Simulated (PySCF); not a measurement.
**Deuteron quadrupole couplings in `CC[C@@H]1CC[SiH2]1`**

Compound: C5H12Si.
Geometry (PBE0-D3(BJ)/def2-SVP, Å), atoms numbered from 1 in this order:
```
atom  x, y, z in Å
C1     2.4058    0.0596    0.0998
C2     1.3318   -0.8546   -0.4743
C3     0.0224   -0.1439   -0.7673
C4    -0.7481    0.4871    0.4288
C5    -2.2133    0.3816   -0.0691
Si6   -1.6101   -1.0311   -1.1787
H7     2.0800    0.5157    1.0481
H8     3.3403   -0.4879    0.3006
H9     2.6430    0.8809   -0.5958
H10    1.7049   -1.3252   -1.4005
H11    1.1432   -1.6868    0.2275
H12    0.1805    0.6394   -1.5326
H13   -0.4234    1.5036    0.7094
H14   -0.6110   -0.1498    1.3208
H15   -2.9813    0.2239    0.7004
H16   -2.4954    1.2620   -0.6686
H17   -2.0915   -1.1544   -2.5919
H18   -1.7092   -2.3747   -0.5232
```

Level: PBE0/pcSseg-1 (PySCF, non-relativistic); Q(2H) = 0.00286 b; rigid geometry, the same for H and D, with no vibrational averaging.

Problem. Rank these positions by the coupling χzz of a deuteron there, largest first.
A. H18 (Si–H hydrogen)
B. H9 (methyl hydrogen)
C. H11 (methylene hydrogen)
D. H15 (methylene hydrogen)

Solution. D (204 kHz), B (195 kHz), C (189 kHz), A (94 kHz).

Problem. What are Vzz, η and χzz (234.96 MHz × Q × Vzz) at all hydrogens?

Solution. 
```csv
atom,bonded to,bond length (Å),Vzz (au),η,χzz (kHz)
H7,C1,1.102,0.2909,0.02,196
H8,C1,1.102,0.2921,0.02,196
H9,C1,1.102,0.2903,0.02,195
H10,C2,1.104,0.2849,0.02,191
H11,C2,1.105,0.2818,0.02,189
H12,C3,1.106,0.2855,0.06,192
H13,C4,1.103,0.2891,0.00,194
H14,C4,1.105,0.2834,0.01,190
H15,C5,1.099,0.3032,0.05,204
H16,C5,1.102,0.2961,0.05,199
H17,Si6,1.498,0.1385,0.01,93
H18,Si6,1.498,0.1392,0.01,94
```

Problem. Average by the element that carries the hydrogen.

Solution. on C: 195 kHz over 10 positions, mean bond length 1.103 Å; on Si: 93 kHz over 2 positions, mean bond length 1.498 Å.

Problem. A static deuteron (I = 1) shows a doublet split by (3/2)χ, (3/4)χ(1 + η) and (3/4)χ(1 − η) with the field along z, y and x of the gradient. What are these for H9?

Solution. With |χ| = 195.1 kHz and η = 0.022: 293, 150 and 143 kHz, to first order and without motion.

Geometry: PBE0-D3(BJ)/def2-SVP, one conformer, isolated molecule. The small basis limits the accuracy of the gradients.

The run behind these numbers computed NMR shieldings as well. Time: 49 s wall (grids of density and orbitals included); peak memory 0.81 GiB. Hardware: an Arm Neoverse N1 with one thread, shared host with 64 logical CPUs at a one-minute load of 61.
